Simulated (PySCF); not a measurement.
Ga(OH)2(SeH) (GaH3O2Se), SMILES [OH][Ga]([OH])[SeH]. Geometry optimised at PBE-D3(BJ)/def2-SVP. The values are those of a single conformer.

Level of theory: PBE-D3(BJ)/def2-SVP (PySCF).

Harmonic wavenumbers (cm⁻¹): 110, 154, 170, 180, 280, 282, 324, 593, 658, 698, 800, 836, 2361, 3721, 3741. Rotational constants (GHz): 6.026, 1.490, 1.194; symmetry number 1.

Task: Work out the zero-point energy and the ideal-gas rigid-rotor harmonic-oscillator thermochemistry at 298.15 K and 1 atm.

Result: ZPE = ½ Σ hcν = ½ × 14906 cm⁻¹ = 21.31 kcal/mol. H − E(el) = 26.44 kcal/mol. Entropy in cal/(mol K): translation 41.53, rotation 27.80, vibration 16.54, total 85.87. G − E(el) = 0.83 kcal/mol. Cp = 24.62 cal/(mol K). Modes under 150 cm⁻¹ make the vibrational entropy uncertain.
